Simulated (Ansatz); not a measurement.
`CC(F)([SiH3])Br` + BH₃ → `BC(C)(F)[SiH3]` + HBr  (formal exchange of groups at a C–Br bond)

Computed with Ansatz on PBE0-D4/def2-TZVP structures; ΔE is electronic, products minus reactants. CCSD(T)/CBS is the MP2 limit (def2-TZVPP, def2-QZVPP) plus CCSD(T) − MP2 in def2-TZVPP, frozen cores. This one scheme is used for every species. Functionals use def2-TZVPP. For Br outer-core shells are correlated without core-valence functions, which leaves a few kJ/mol of doubt a bond. Scalar relativity is left out up to krypton.

CCSD(T)/CBS gives -0.54 eV.

Problem. Another level gave -0.56 eV. Which?
A. ωB97M-V/def2-TZVPP
B. MP2/def2-TZVPP
C. ωB97X-V/def2-TZVPP
D. PBE0-D4/def2-TZVPP

Solution. C. ωB97X-V -0.56, PBE0-D4 -0.69, ωB97M-V -0.62, MP2/def2-TZVPP -0.51 eV.

Largest T1 diagnostic among the species: 0.013.

In def2-TZVPP, CCSD(T) changes the Hartree–Fock value by −0.18 eV (the triples alone add −0.01 eV) and MP2 by −0.14 eV.
